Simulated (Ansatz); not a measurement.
This geometry of H$_{2}$STe$_{2}$ (5 atoms, charge 0, multiplicity 1) is a first-order saddle point.

Computed with Ansatz 0.2.0, RKS B3LYP-D4/def2-SVP.

```xyz
5
Properties=species:S:1:pos:R:3
S -1.989 -0.694 0.561
Te 0.363 -1.204 0.210
Te 1.182 1.492 0.064
H -2.343 -0.630 -0.747
H 2.787 1.036 -0.088
```

**Question.** Which two structures does it join? (They come from a converged band through this point; their orientation in space is the band's.)

**Answer.** No bond is made or broken. The dihedral S1–Te2–Te3–H5 goes from 88 to -90°.

First end point:

```xyz
5
Properties=species:S:1:pos:R:3
S -1.789 -0.644 0.706
Te 0.380 -1.268 -0.243
Te 1.590 1.145 -0.757
H -2.452 -0.538 -0.471
H 2.272 1.305 0.766
```

Last end point:

```xyz
5
Properties=species:S:1:pos:R:3
S -1.792 -0.988 0.581
Te 0.380 -1.314 -0.501
Te 1.997 0.576 0.664
H -2.261 -0.055 -0.284
H 1.676 1.780 -0.459
```

**Question.** How far does it lie above each of them?

**Answer.** 24.8 kJ/mol above the first and 24.9 kJ/mol above the second. This is the barrier of this one path; another mechanism may lie lower.

Run time: 6.5 min on 1 CPU thread of a shared host.
